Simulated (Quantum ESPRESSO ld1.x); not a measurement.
Q: The mean radii <r> (bohr) of the occupied orbitals of an atom or ion are listed with their occupations. Calculated with ld1.x of Quantum ESPRESSO 7.5: scalar-relativistic Kohn-Sham, LDA (Slater exchange, Perdew-Zunger correlation), spin-polarised, spherical densities, point nucleus.

orbital  occ.      <r>
1s down     1  0.03520
1s up       1  0.03520
2s up       1   0.1539
2s down     1   0.1539
2p up       3   0.1340
2p down     3   0.1340
3s up       1   0.4296
3s down     1   0.4296
3p up       3   0.4311
3p down     3   0.4310
3d up       5   0.4152
3d down     5   0.4150
4s up       1    1.088
4s down     1    1.085
4p up       3    1.194
4p down     3    1.191
4d up       2    1.516

Name the element and its charge. Open shells, if any, are filled with parallel spins first.

A: Z = 42, molybdenum, charge +4: Mo4+ in [Kr] 4d2. The 1s radius gives Z: for a bare nucleus <r> = (2 gamma + 1)/(2Z) with gamma = sqrt(1 - (Z/c)^2), 0.03457 bohr for Z = 42, and screening makes it slightly larger (0.03520 here). The occupations add up to 38, and the charge is Z minus that.
